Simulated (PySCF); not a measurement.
Structure with atom numbers: `[CH2:1]=[CH:2][C:3](=[O:4])[CH:5]([CH3:6])[CH3:7]` (H(Xn): hydrogen on atom n). Ha(C1) is cis to C3; Hb(C1) is trans to C3.

Computational details: GFN2-xTB structure, PBE0/pcSseg-1 with gauge-including orbitals, in PySCF (no relativistic terms, no solvent model, averaged over atoms made equivalent by symmetry, fast rotation or ring inversion, a single conformation).

δ = σ(ref) − σ, references computed at the same level: 13C against TMS.

**Question.** Do the 13C shifts follow the atomic charges (in e)? Tabulate both.

**Answer.** 
| atoms | hybridisation | δ (ppm) | σ para (ppm) | Hirshfeld | IAO | Mulliken | ESP-fitted |
| --- | --- | --- | --- | --- | --- | --- | --- |
| C3 | sp2 | 206.2 | -270 | +0.16 | +0.37 | +0.31 | +0.51 |
| C2 | sp2 | 140.5 | -213 | -0.06 | -0.21 | -0.27 | -0.36 |
| C1 | sp2 | 138.5 | -204 | -0.06 | -0.24 | -0.06 | -0.21 |
| C5 | sp3 | 46.0 | -110 | -0.03 | -0.15 | -0.43 | +0.32 |
| C6/C7 | sp3 | 20.0 | -80 | -0.12 | -0.42 | -0.20 | -0.48 |

Correlation coefficients of δ with charge over these carbons: Hirshfeld +0.75, IAO +0.77, Mulliken +0.77, ESP-fitted +0.41; with the paramagnetic shielding -1.00. With so few points, grouped by hybridisation, these coefficients are fragile. Charge is one influence among several: hybridisation and low-lying excitations act through the paramagnetic term.

Shifts are as computed. Against solution values, carbons near 30 ppm lie about +3 ppm off and those near 130 ppm about +5 ppm. Of 1211 compounds with measured shifts, 218 miss one by over three times the rms of a fit or turn the order of signals round; such compounds aren't used in these exercises.
